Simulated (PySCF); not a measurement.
# Reading the logs of faulty runs: BGeH5NSi

All numbers below are calculated, not measured. The program is PySCF 2.14.0, an open-source quantum chemistry code, run on an isolated molecule that a program drew, which may never have been made. The molecule is BGeH5NSi (charge 0, doublet), drawn as the SMILES string `N=B[SiH2][GeH2]`.

Each row is a Hartree-Fock (HF) and frozen-core CCSD(T) single point in the cc-pV(D+d)Z basis, meant for a local HF minimum. Run 1 is clean. Each other run has one planted mistake out of seven kinds, and not every kind appears here: one electron removed, one electron added, multiplicity raised by two, geometry at a saddle point, minimal basis STO-3G, one bond length entered in bohr, all coordinates scaled. The reference is restricted for singlets and unrestricted otherwise, and also for a bond in bohr. Adding or removing an electron swaps singlet and doublet. Electrons count all cores. HOMO and LUMO are orbital energies over both spins, the gradient is its largest component, and the lowest frequency (negative if imaginary) is given only where the gradient is small. Bond lengths are over the 8 bonds as drawn. T1 is the CCSD diagnostic: over 0.02 (restricted) or 0.045 (unrestricted) a single reference is doubtful. Germanium has the cc-pVDZ-PP basis, with a core potential (ECP10MDF) in place of its 10 inner electrons, and its 3s, 3p and 3d shells are frozen in CCSD(T).

Geometry of the clean run:
```xyz
9
BGeH5NSi, angstrom
N     1.1234   -0.3000   -2.7097
B     0.7097   -1.2033   -1.9867
Si   -0.0029   -2.6575   -0.8031
Ge   -2.2610   -2.2251   -0.1078
H     1.4596    0.4222   -3.2901
H     0.8529   -2.7642    0.3997
H     0.0302   -3.9403   -1.5404
H    -3.2581   -2.1753   -1.2733
H    -2.4042   -0.9544    0.7409
```

```
run  electrons  basis functions  <S^2>  HOMO (eV)  LUMO (eV)  gradient (hartree/bohr)  lowest frequency (cm^-1)  mean bond (Å)  longest bond (Å)      T1  HF (hartree)  CCSD(T) (hartree)                          mistake
  1         63               99  0.757      -8.64       0.70                  2.1e-05                        85         1.5814             2.402  0.0167    -664.34724         -664.83566                         no fault
  2         63               99  1.766      -8.60      -0.01                  1.8e-02                         -         1.7460             2.797  0.0194    -664.21780         -664.68299  one bond length entered in bohr
  3         62               99  0.000     -15.38      -6.85                  4.3e-02                         -         1.5814             2.402  0.0197    -664.06246         -664.54633             one electron removed
  4         63               99  0.757      -8.73       0.52                  4.6e-02                         -         1.6510             2.508  0.0181    -664.33120         -664.82816                                ?
```

**Which mistake was planted in run 4, and what did it cost?**

The mean and the longest bond both change by the same factor, 1.044, and the gradient is no longer small. So the mistake is: all coordinates scaled. Subtracting run 1 and multiplying by 627.51 kcal/mol a hartree, the energy moved by 10.1 kcal/mol in HF and 4.7 kcal/mol in CCSD(T).

